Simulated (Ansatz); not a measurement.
The pair A = C2H4 (SMILES C=C) (first 6 atoms), B = CH4O (SMILES CO); geometry from B3LYP-D3(BJ)/def2-TZVP.
(charge 0, multiplicity 1):
```xyz
12

C      0.5947    -0.2668    -0.0486
C     -0.6463     0.2019    -0.0443
H      0.8193    -1.2824    -0.3511
H      1.4361     0.3478     0.2483
H     -0.8696     1.2185     0.2562
H     -1.4879    -0.4110    -0.3431
C      0.1533     0.4004     3.7342
O     -0.3117    -0.8102     3.1632
H      1.1900     0.6206     3.4528
H      0.1117     0.2831     4.8167
H     -0.4729     1.2570     3.4577
H     -0.2797    -0.7214     2.2024
```

Frozen-core correlation.

Codes used: Ansatz (an electronic-structure program). Each number belongs to the level named beside it.

Total energies (hartree), monomers frozen at their geometry in the pair:

```tsv
structure	HF/aug-cc-pVDZ	PBE/def2-TZVPPD	MP2/aug-cc-pVDZ
AB	-193.1060528	-194.1399584	-193.7556704
A in the pair's basis	-78.0440538	-78.5019324	-78.3293904
B in the pair's basis	-115.0615368	-115.6343613	-115.4223405
A	-78.0436872	-78.5018189	-78.3280603
B	-115.0613674	-115.6343152	-115.4216254
```

Work out the interaction energy without and with the counterpoise correction, and the superposition error, for each level.


E(AB) − E(A) − E(B), times 627.509 kcal/mol, with the monomers in their own basis and then in the pair's basis:
- HF/aug-cc-pVDZ: -0.63 uncorrected, -0.29 corrected; the monomers gain 0.34 kcal/mol from borrowed functions
- PBE/def2-TZVPPD: -2.40 uncorrected, -2.30 corrected; the monomers gain 0.10 kcal/mol from borrowed functions
- MP2/aug-cc-pVDZ: -3.76 uncorrected, -2.47 corrected; the monomers gain 1.28 kcal/mol from borrowed functions
